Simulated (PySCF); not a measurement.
GeSe, SMILES [Ge]=[Se] (connectivity only; charge and spin as stated), neutral, multiplicity 1. Geometry: B3LYP-D3(BJ)/def2-TZVP.

TDDFT-PBE/def2-TZVPD (PySCF 2.14.0) puts the lowest singlet excitations at 3.38, 3.61, 3.61, 3.85, 3.85, 5.14 eV.

Problem. What are the lowest excitation roots from ADC(2)/aug-cc-pVDZ run with PySCF 2.14.0? (The exact figures need the calculation; the answer reports its results.)

Solution. 3.55, 3.64, 3.64, 3.99, 3.99, 4.76 eV. S1 differs by 0.17 eV (second minus first; roots are paired by order, and the bases may differ).
